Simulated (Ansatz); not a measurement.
Reaction (ligand exchange at the Sc–O bond): `[SiH3][O][Sc]([Cl])[O][SiH3]` + H–F → `[F][Sc]([Cl])[O][SiH3]` + `O[SiH3]`

Gas-phase electronic energies from Ansatz, PBE0-D4/def2-TZVP geometries. CCSD(T)/CBS adds triple-zeta CCSD(T) − MP2 to the extrapolated MP2 energy (def2 sets, frozen cores). This one scheme is used for every species. Functionals use def2-TZVPP. For Sc outer-core shells are correlated without core-valence functions, which leaves a few kJ/mol of doubt a bond. Scalar relativity is left out up to krypton. Each species was taken in one conformer, which may not be the lowest.

Question: Is it downhill or uphill in electronic energy at CCSD(T)/CBS, and by how much? (Estimate.)

Answer: Ansatz gave: Downhill: ΔE = -3.4 kcal/mol.

Question: What do these levels give: r2SCAN-D4, r2SCANh-D4, BLYP, HF/def2-QZVPP, HF/CBS(def2), CCSD/CBS(def2)? (An estimate is asked.)

Answer: The calculation gave: r2SCAN-D4 -7.7, r2SCANh-D4 -7.2, BLYP -9.3, HF/def2-QZVPP -6.3, HF/CBS(def2) -6.3, CCSD/CBS(def2) -3.6 kcal/mol.

Largest T1 diagnostic among the species: 0.015.

From r2SCAN to r2SCAN0 (25 % exact exchange), in def2-TZVPP and without D4, ΔE moves by +1.1 kcal/mol. The D4 term adds +1.8 kcal/mol with B3LYP and +1.1 kcal/mol with PBE0; it sums over pairs of atoms, weighted by their polarisabilities, and B3LYP, whose exchange is more repulsive, gets the larger term. In def2-TZVPP, CCSD(T) changes the Hartree–Fock value by +1.9 kcal/mol (the triples alone add +0.2 kcal/mol) and MP2 by +2.3 kcal/mol.

B3LYP here is the variant with VWN-RPA as its local correlation; programs differ in this.
